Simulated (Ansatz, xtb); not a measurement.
Relative energy of two isomers of C4H2Br2O

Structure X: `Brc1coc(Br)c1`, a singlet. Structure Y: `Brc1ccoc1Br`, a singlet. Both are isolated molecules in the gas phase, relaxed with r2SCAN-D4/def2-SVP.

Task: Estimate which is lower in electronic energy at CCSD(T)/def2-SVP + ΔMP2/def2-TZVPP, and by roughly how much.

Result: CCSD(T)/def2-SVP + ΔMP2/def2-TZVPP gives E(Y) − E(X) = 0.000 eV, slightly favouring structure Y, which is too small a margin to settle the true order.

How the difference moves with the method:

```
                             level            geometry  E(Y) − E(X) (eV)  departure from the last row (eV)  job, with rough time for the two
                          GFN2-xTB            GFN2-xTB              +0.037                            +0.037              optimisation, 0.15 s
                         HF/STO-3G            GFN2-xTB              +0.007                            +0.007              single point, 0.94 s
      r2SCAN-D4/def2-SVP//GFN2-xTB            GFN2-xTB              +0.007                            +0.007               single point, 4.6 s
                r2SCAN-D4/def2-SVP  r2SCAN-D4/def2-SVP              +0.005                            +0.005                optimisation, 34 s
                       HF/def2-SVP  r2SCAN-D4/def2-SVP              +0.030                            +0.030           part of the CCSD(T) run
                      MP2/def2-SVP  r2SCAN-D4/def2-SVP              −0.011                            −0.011           part of the CCSD(T) run
                  CCSD(T)/def2-SVP  r2SCAN-D4/def2-SVP              +0.004                            +0.004                      single point
CCSD(T)/def2-SVP + ΔMP2/def2-TZVPP  r2SCAN-D4/def2-SVP               0.000                                                 single point, 2 min
```

As drawn, both hold the same kinds of bond in the same numbers.

The largest departure from CCSD(T)/def2-SVP + ΔMP2/def2-TZVPP is that of GFN2-xTB, 0.037 eV. The last row adds to CCSD(T) the change of the MP2 difference between the two basis sets, here −0.004 eV.

With thermal terms from frequencies at re-optimised GFN2-xTB minima (ideal gas, soft modes damped towards free rotors, one conformer each, 298.15 K, 1 atm): the zero-point term adds +0.002 eV; ΔH is +0.002 and ΔG 0.000 eV.

The correlated steps freeze 23 core orbitals; the filled d shell of Br is correlated, in a basis made for valence electrons. Codes used: Ansatz 0.2.0, xtb 6.7.1; the last row on 2 threads of Intel(R) Xeon(R) Platinum 8488C (Sapphire Rapids) on a shared host.
